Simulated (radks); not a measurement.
Q: Radial electron density D(r) = 4 pi r^2 rho(r) of an atom or ion with 3 electrons. All-electron calculation, scalar-relativistic Kohn-Sham, BLYP, spin-polarised, spherical densities, finite nucleus; Fermi nuclear charge, rms radius of each element as measured or else 0.836 A^(1/3) + 0.57 fm. Program: a radial shooting solver on a logarithmic mesh with Libxc functionals.

```
   r/bohr * D(r) (the largest magnitude, 75.8, reaches the edge; | marks zero)
 0.000784 | *
0.0009499 |  *
 0.001142 |  *
 0.001384 |    *
 0.001663 |     *
 0.002015 |       *
 0.002442 |          *
 0.002935 |              *
 0.003556 |                  *
 0.004274 |                       *
 0.005179 |                             *
 0.006225 |                                   *
 0.007543 |                                          *
  0.00914 |                                                *
  0.01099 |                                                    *
  0.01331 |                                                      *
    0.016 |                                                     *
  0.01939 |                                               *
  0.02349 |                                       *
  0.02824 |                             *
  0.03421 |                   *
  0.04113 |             *
  0.04983 |         *
  0.06038 |         *
  0.07258 |         *
  0.08794 |        *
   0.1057 |     *
   0.1281 |  *
    0.154 |*
   0.1865 *
    0.226 *
   0.2717 *
```

What is the nuclear charge?

A: Z = 64. The innermost maximum, from 1s, lies near gamma/Z bohr with gamma = sqrt(1 - (Z/c)^2) = 0.884, here 0.0138 bohr (found: 0.0135), and its height grows with Z. The density is that of the gadolinium ion Gd61+ in [He] 2s1; the configuration itself is not fixed sharply by these data, and Z only to a few units. D(r) has 2 maxima, at r = 0.0135, 0.0697 bohr, and minima at 0.0585 bohr, inside which lie 2.15 electrons.
